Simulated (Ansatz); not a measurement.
Ideal-gas functions of C$_{2}$H$_{4}$SSi (`[SiH3]C#CS`) at 600 K and 1 bar, from an Ansatz frequency run at PBE0-D4/def2-TZVP.

Molar mass 88.21 g/mol, point group Cs (symmetry number 1), electronic degeneracy 1, moments of inertia 7.663, 375.342, 377.102 u Å². Harmonic wavenumbers (cm⁻¹, unscaled): 22, 120, 127, 352, 400, 443, 676, 680, 908, 926, 937, 947, 978, 2222, 2238, 2240, 2241, 2674.

Use S(trans) = R[1.5 ln M + 2.5 ln T − 1.1517]; rotational temperatures θ = 24.2544 K / I; S(rot) = R[ln(√π/σ · √(T³/θAθBθC)) + 1.5]; for each mode x = 1.438777 ν̃/T, S = R[x/(eˣ − 1) − ln(1 − e⁻ˣ)] and H = RT x/(eˣ − 1); 1 cm⁻¹ = 0.0119627 kJ/mol; R = 8.31446 J/(mol·K).

**Question.** By hand: the entropy, in J/(mol·K).

**Answer.** Translation 179.3. Rotation: θ = 3.1651, 0.0646, 0.0643 K, giving 115.0. Vibration, mode by mode: 32.78, 18.70, 18.23, 9.97, 8.97, 8.19, 5.15, 5.11, 3.31, 3.20, 3.14, 3.08, 2.90, 0.26, 0.25, 0.25, 0.25, 0.10, in all 123.8. Electronic 0.0. Sum 418.1 J/(mol·K).

**Question.** By hand: H − E and G − E in kJ/mol, counted from the electronic energy.

**Answer.** Zero-point energy ½ × 19131 × 0.0119627 = 114.4; thermal vibration 33.5; translation, rotation and pV give 4 RT = 20.0. H − E = 167.9 kJ/mol, and G − E = 167.9 − 600 × 418.1/1000 = -83.0 kJ/mol.

Vibration gives 30 % of the entropy, 69.7 J/(mol·K) of it from the modes under 150 cm⁻¹: soft modes count most, and the harmonic formula is weakest for them. The sum counts one conformer and one mirror image; others add a mixing term.
